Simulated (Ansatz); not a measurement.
Stepwise reaction of `O=C=N[SiH2]N=C=O` with hydrogen fluoride, as a gas-phase model of exchange steps in deposition or etching. ΔE in kJ/mol.

Isolated molecules relaxed with PBE0-D4/def2-TZVP in Ansatz; ΔE leaves out vibrations. CCSD(T)/CBS adds triple-zeta CCSD(T) − MP2 to the extrapolated MP2 energy (def2 sets, frozen cores). This one scheme is used for every species. Functionals use def2-TZVPP. B3LYP here is the variant with VWN-RPA as its local correlation; programs differ in this. One conformer a species, not always the lowest.

```
step                                             reaction  PBE-D4  B3LYP-D4  ωB97M-V  CCSD(T)/CBS
   1  `O=C=N[SiH2]N=C=O` + H–F → `O=C=N[SiH2]F` + `N=C=O`   -47.7     -48.5    -50.9        -45.4
   2          `O=C=N[SiH2]F` + H–F → `F[SiH2]F` + `N=C=O`   -48.4     -49.2    -51.2        -47.4
```

Question: By hand: ΔE of the 2 steps together at CCSD(T)/CBS.

Answer: (-45.4) + (-47.4) = -92.8 kJ/mol, or -46.4 kJ/mol a step.

In ΔE the steps differ by no more than 2.0 kJ/mol. All are downhill at CCSD(T)/CBS. PBE-D4 differs from CCSD(T)/CBS by -2.3 to -1.0 kJ/mol a step. Isolated molecules leave out the surface, adducts and barriers. Largest T1 diagnostic: 0.018.
